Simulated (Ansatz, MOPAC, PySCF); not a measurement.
Noncovalent pair: SiH4 (SMILES [SiH4]) (first 5 atoms) with C3H4 (SMILES C=C=C); geometry from B3LYP-D3(BJ)/def2-TZVP, rigid monomers moved along the line of their centres of mass till Si1···C6 is 3.29 Å.
(charge 0, multiplicity 1):
```xyz
12

Si    -0.18064    -0.03077     0.10956
H     -0.64127    -1.42513     0.28734
H     -1.04139     0.88637     0.88806
H     -0.26708     0.32865    -1.32622
H      1.22299     0.09719     0.55753
C      0.06515    -1.26572     3.14980
C      0.09975     0.01495     3.37226
C      0.13234     1.29704     3.58153
H      0.94828    -1.80432     2.82592
H     -0.84726    -1.83590     3.28035
H      0.37381     1.70376     4.55664
H     -0.08202     1.99925     2.78407
```

Interaction energies are E(AB) − E(A) − E(B) at the monomers' geometry in the complex; basis-set methods are counterpoise corrected. Rows marked so take none.

Cores are frozen in the correlated methods. Rows in 3-21G, 6-311+G**, 6-31G*, STO-3G carry no dispersion term and start afresh at each structure (6-31G* with six Cartesian d functions). MP2/6-31G* freezes PySCF's default core. The state reached by PM6 isn't checked.

Codes used: Ansatz (Gaussian orbitals); MOPAC for PM6 (differences of heats of formation); PySCF for 3-21G rows, 6-311+G** rows, 6-31G* rows, STO-3G rows, the dispersion terms. 

Other levels give for the interaction energy: PBE/def2-TZVPPD 41.2; B3LYP/def2-TZVPPD 112.4; B3LYP-D3(BJ)/def2-TZVPPD -45.9; wB97M-V/def2-TZVPPD -46.6; CCSD(T)/aug-cc-pV(D+d)Z 1.0 meV.

Common cheap choices:

```json
[
 {"level": "PM6", "interaction energy (meV)": "-24.4"},
 {"level": "HF/STO-3G (no counterpoise)", "interaction energy (meV)": "142.7"},
 {"level": "HF/3-21G (no counterpoise)", "interaction energy (meV)": "80.0"},
 {"level": "BP86/6-31G* (no counterpoise)", "interaction energy (meV)": "75.3"},
 {"level": "B3LYP/3-21G (no counterpoise)", "interaction energy (meV)": "28.8"},
 {"level": "B3LYP/6-31G* (no counterpoise)", "interaction energy (meV)": "72.7"},
 {"level": "B3LYP/6-311+G** (no counterpoise)", "interaction energy (meV)": "113.9"},
 {"level": "MP2/6-31G*", "interaction energy (meV)": "89.8"}
]
```

Ansatz is a first-principles code.
